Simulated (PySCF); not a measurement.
C2H7ClSi2.
SMILES: `[SiH3]/C=C(\[SiH3])Cl`

Computed, not measured: TDDFT CAM-B3LYP/def2-SVPD, vertical, gas phase, core orbitals frozen in the response (PySCF). Geometry: PBE0-D3(BJ)/def2-SVP; no solvent, vibrations or thermal averaging.

Task: Predict the UV-vis stick spectrum at this level.

Result: 

```tsv
state	E (eV)	λ (nm)	f	symmetry	main configurations (H = HOMO, L = LUMO)
S1	5.83	212.5	0.295	A′	H→L (96%)
S2	6.15	201.5	0.0006	–	H-1→L (91%)
S3	6.48	191.4	0.0001	–	H→L+2 (45%), H→L+1 (32%)
S4	6.50	190.7	0.0029	A″	H-2→L (90%)
S5	7.16	173.1	0.0022	A″	H→L+1 (48%), H→L+3 (34%)
S6	7.52	164.8	0.018	A′	H-1→L+2 (48%), H-1→L+1 (21%)
S7	7.58	163.6	0.0025	A″	H→L+3 (40%), H→L+2 (26%), H→L+1 (10%)
S8	7.75	160.0	0.0068	A″	H-3→L (86%)
S9	7.81	158.7	0.059	A′	H-4→L (83%)
S10	7.93	156.4	0.0045	A″	H→L+4 (51%), H→L+6 (26%)
```

Triplets (Tamm–Dancoff): T1 3.66 eV, H→L (88%); T2 5.70 eV, H-1→L (61%), H-2→L (32%); T3 6.05 eV, H→L+2 (41%), H→L+1 (21%); T4 6.16 eV, H-2→L (59%), H-1→L (25%).

The lowest singlet comes at 213 nm (563 kJ/mol) in the ultraviolet; it is strong; its leading configuration is HOMO→LUMO (96%). The lowest level is also the most intense of those listed (f = 0.295). Löwdin shares by element: HOMO carbon 54%, chlorine 30%, silicon 6% or more; LUMO carbon 57%, silicon 21% (atoms not listed hold the other 22%). Of the 10 states listed, 3 reach f = 0.01 and 1 stays under 0.0005. Orbital energies (eV): HOMO-3 -11.16, HOMO-2 -10.67, HOMO-1 -10.09, HOMO -8.99, LUMO -0.32, LUMO+1 0.94, LUMO+2 1.06. The listed states span 2.09 eV, and the widest gap between neighbours is 0.66 eV (S4 to S5). The vertical ionisation energy (ΔSCF) is 9.70 eV, 1.77 eV above S10. Symmetry labels in Cs follow from the direction of the transition dipole and are given only for states with f of 0.002 or more. Only the lowest 10 singlets were computed, as vertical energies without vibronic structure.
